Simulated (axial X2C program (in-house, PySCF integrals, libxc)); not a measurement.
**Which molecule has these constants?**

Computed with an in-house all-electron X2C program for linear molecules (integrals from PySCF), spin-free (one-electron X2C) or two-component (2c: spin–orbit coupling with atomic mean-field Coulomb and Gaunt terms, which also bring small scalar terms), in Dyall basis sets with cores contracted in-house; open shells are unrestricted.

A two-component PBE0 calculation in a Dyall 3-zeta basis gave Re = 2.533 Å, ωe = 294.2 cm⁻¹, De = 1.93 eV, Ω = 0.

Problem. Which molecule is it?
A. CaCl⁻
B. GeCl⁻
C. BrCl⁻
D. MnCl⁻
E. TiCl⁻

Solution. A. The others have TiCl⁻ 2.345 Å and 328.5 cm⁻¹ (Ω = 2); BrCl⁻ 2.747 Å and 186.5 cm⁻¹ (Ω = 1/2); GeCl⁻ 2.352 Å and 277.7 cm⁻¹ (Ω = 1); MnCl⁻ 2.359 Å and 265.2 cm⁻¹ (Ω = 5/2).

Each entry is the lowest single determinant of a limited PBE0 search at one distance. De goes to single-determinant-based atoms at the same level (for ions the charge split of lowest energy) and is withheld (n/a) where an atom does not fit its ground term or J level. Main or longest-lived isotopes. One determinant is a doubtful description, or other states lie close, for TiCl⁻, GeCl⁻, MnCl⁻; these need not be ground states, and all values refer to the states named. Some open-shell Ω = 0 determinants are out of reach, so the Ω given for GeCl⁻ need not be the lowest component. With several unpaired electrons the Ω given is that of one determinant, not necessarily of the lowest component. The functionals have no current term, which raises determinants with orbital currents.
